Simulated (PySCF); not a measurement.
**MoI: from constants to spectrum**

M06-L constants of MoI, ⁶Σ⁺ (sextet), unpaired electrons σ ↑, π ↑↑, δ ↑↑ (PySCF, scalar-relativistic core potentials, basis sets Mo def2-TZVPP with ECP28, I def2-TZVPP with ECP28; masses 97.9054 and 126.9045 u):

| Item | Value |
| --- | --- |
| ωe | 211.8 cm⁻¹ |
| ωexe | 0.516 cm⁻¹ |
| Be | 0.043766 cm⁻¹ |
| αe | 0.000140 cm⁻¹ |
| D (centrifugal) | 7.48e-09 cm⁻¹ |
| De to Mo (4d5 5s1) + I | 3.11 eV |

Question: Give the vibrational terms G(v) and spacings up to v = 6.

Answer: G(v) = ωe(v+½) − ωexe(v+½)².

```
v  G(v) (cm⁻¹)  G(v) − G(v−1)  Bv (cm⁻¹)
0        105.8                   0.04370
1        316.5          210.8    0.04356
2        526.3          209.7    0.04342
3        735.0          208.7    0.04328
4        942.7          207.7    0.04314
5       1149.3          206.6    0.04300
6       1354.9          205.6    0.04286
```

Question: How well does the Morse estimate ωe²/(4ωexe) reproduce De, and what is D0?

Answer: It gives 2.69 eV, 87 % of the computed De. D0 = De − G(0) = 3.11 − 0.01 = 3.10 eV.

The metal atom is held in its measured ground configuration; semilocal functionals can put another filling of s and d lower by some tenths of an eV, and De to that atom would be smaller. Spin–orbit coupling is left out, which matters for elements this heavy, above all for dissociation energies. Counting both spins, an empty level lies below a filled one in this solution, because spin and occupation are held. With d or f electrons several states lie close, and the lowest PBE0 determinant need not be the measured ground state.
